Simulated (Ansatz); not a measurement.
Calculation: frozen-core CCSD(T)/cc-pVDZ // PBE0-D4/def2-SVP (Ansatz, a first-principles code).

Ansatz 0.2 input:
```yaml
crystal:
  periodic: [false, false, false]
  atoms:
    - { symbol: C, position_ang: [-1.643292, -1.031081, -0.100347] }
    - { symbol: O, position_ang: [-1.010507, 0.161618, -0.495459] }
    - { symbol: Ge, position_ang: [0.703915, 0.432907, -0.141238] }
    - { symbol: S, position_ang: [1.209995, 0.231109, 2.010877] }
    - { symbol: S, position_ang: [1.863328, -1.141916, -1.191062] }
    - { symbol: S, position_ang: [0.965629, 2.516036, -0.829813] }
    - { symbol: H, position_ang: [-1.625974, -1.162309, 0.99672] }
    - { symbol: H, position_ang: [-1.178096, -1.920914, -0.561308] }
    - { symbol: H, position_ang: [-2.693167, -0.981787, -0.426338] }
    - { symbol: H, position_ang: [0.880619, 1.514909, 2.27539] }
    - { symbol: H, position_ang: [2.836528, -1.143344, -0.254056] }
    - { symbol: H, position_ang: [-0.308981, 2.524772, -1.283362] }
basis:
  gaussian: { orbitals: cc-pVDZ }
correlation:
  method: ccsd_t
```

Output:

```
Functional definition: HF
1433 factors; integrals over basis functions are off by at most 1.4e-3 eV
mean field evaluation 1: about -92087.1272 eV, gradient 3.4e1 eV
mean field evaluation 2: about -92087.2118 eV, gradient 3.4e1 eV
mean field evaluation 4: about -92090.3409 eV, gradient 4.2e0 eV
mean field evaluation 8: about -92090.4099 eV, gradient 9.2e-2 eV
mean field evaluation 16: about -92090.3019 eV, gradient 1.1e0 eV
mean field -92090.41000305 eV, -3384.2601464902 hartree, gradient 9.3e-6 eV, S^2 0.000000; 0 other end points of the search recorded, 0 dependent functions left out
26 core orbitals not correlated
reference -92090.41000305 eV, -3384.2601464902 hartree; 24, 24 occupied and 89, 89 virtual orbitals, 1433 factors
second order -22.87624408 eV of doubles, -0.00000000 eV of singles
cycle   1  -23.95723560 eV  change    -1.1e0 eV  update   1.2e-1
cycle   2  -24.58215436 eV  change   -6.2e-1 eV  update   3.5e-2
cycle   3  -24.72786248 eV  change   -1.5e-1 eV  update   1.8e-2
cycle   4  -24.72625965 eV  change    1.6e-3 eV  update   4.0e-3
cycle   5  -24.72452840 eV  change    1.7e-3 eV  update   1.8e-3
cycle   6  -24.72442501 eV  change    1.0e-4 eV  update   6.0e-4
cycle   7  -24.72410554 eV  change    3.2e-4 eV  update   2.2e-4
cycle   8  -24.72407352 eV  change    3.2e-5 eV  update   6.5e-5
cycle   9  -24.72409736 eV  change   -2.4e-5 eV  update   2.4e-5
perturbative correction -0.74371744 eV, -0.0273311120 hartree
Total energy: -92115.87781786 eV, -3385.1960714218 hartree
```

Cost: roughly 50 core-seconds.
